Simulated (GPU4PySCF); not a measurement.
A structure optimised at PBE-D3(BJ)/def2-SVP, used in a GPU4PySCF frequency run:

```
C
C 1 1.3986
H 2 1.0998 1 120.97
C 2 1.4075 3 120.47 1 180.00
C 1 1.4299 2 121.95 3 180.00
C 5 1.4075 1 119.49 2 0.00
C 6 1.3986 5 118.56 1 0.00
H 6 1.0998 7 120.97 4 180.00
C 4 1.4561 2 128.51 3 0.00
C 9 1.3935 4 129.16 2 0.00
H 10 1.1012 9 120.25 4 0.00
C 10 1.4199 11 118.88 9 180.00
C 12 1.4283 10 121.90 11 0.00
C 13 1.3852 12 121.02 10 180.00
H 14 1.1004 13 120.09 12 180.00
H 13 1.1013 14 120.47 15 0.00
C 14 1.4233 15 119.70 13 180.00
C 17 1.3858 14 120.39 15 180.00
H 17 1.1005 18 119.97 14 180.00
H 18 1.1012 17 120.44 19 0.00
C 18 1.4275 20 118.60 17 180.00
C 21 1.4229 18 121.83 20 0.00
C 22 1.3873 21 119.55 18 180.00
H 22 1.1003 23 121.11 9 180.00
C 5 1.4561 6 128.51 8 0.00
C 25 1.3935 5 129.16 6 0.00
H 26 1.1012 25 120.25 5 0.00
C 26 1.4199 27 118.88 25 180.00
C 28 1.4283 26 121.90 27 0.00
C 29 1.3852 28 121.02 26 180.00
H 30 1.1004 29 120.09 28 180.00
H 29 1.1013 30 120.47 31 0.00
C 30 1.4233 31 119.70 29 180.00
C 33 1.3858 30 120.39 31 180.00
H 33 1.1005 34 119.97 30 180.00
H 34 1.1012 33 120.44 35 0.00
C 34 1.4275 36 118.60 33 180.00
C 37 1.4229 34 121.83 36 0.00
C 38 1.3873 37 119.55 34 180.00
H 38 1.1003 39 121.11 25 180.00
S 39 1.7651 38 126.03 40 0.00
S 23 1.7651 22 126.03 24 0.00
```
Charge 0, spin multiplicity 1.

**Question.** Write its SMILES, formula and point group.

**Answer.** c1ccc2cc3c(cc2c1)sc1cc2c(cc13)sc1cc3ccccc3cc12, C26H14S2, C2h

**Question.** What are its rotational constants (standard atomic weights)?

**Answer.** 0.60159, 0.058702, 0.053483 GHz
